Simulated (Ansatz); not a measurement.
`SSC1CO1` + silanol → `[SiH3]OC1CO1` + `SS`  (substitution at a C–S bond)

Calculated with Ansatz (gas phase, PBE0-D4/def2-TZVP geometries, no zero-point term in ΔE). CCSD(T)/CBS adds triple-zeta CCSD(T) − MP2 to the extrapolated MP2 energy (def2 sets, frozen cores). This one scheme is used for every species. Functionals use def2-TZVPP. B3LYP here is the variant with VWN-RPA as its local correlation; programs differ in this. Each species was taken in one conformer, which may not be the lowest.

| level | ΔE (kJ/mol) |
| --- | --- |
| B3LYP-D4 | 20.9 |
| PBE | 27.0 |
| PBE0 | 23.7 |
| HF/def2-TZVPP | 7.4 |
| CCSD(T)/def2-TZVPP | 20.7 |
| MP2/def2-QZVPP | 33.6 |
| HF/CBS(def2) | 7.5 |
| CCSD/CBS(def2) | 22.2 |

Task: What does CCSD(T)/CBS give? (Best estimate.)

Result: Ansatz gave: +25.2 kJ/mol. The listed levels differ from it by -4.3, 1.8, -1.5, -17.8, -4.5, 8.4, -17.7, -3.0 kJ/mol.

Largest T1 diagnostic among the species: 0.013.

In def2-TZVPP, CCSD(T) changes the Hartree–Fock value by +13.3 kJ/mol (the triples alone add +3.0 kJ/mol) and MP2 by +23.6 kJ/mol. From PBE to PBE0 (25 % exact exchange), in def2-TZVPP and without D4, ΔE moves by −3.3 kJ/mol.
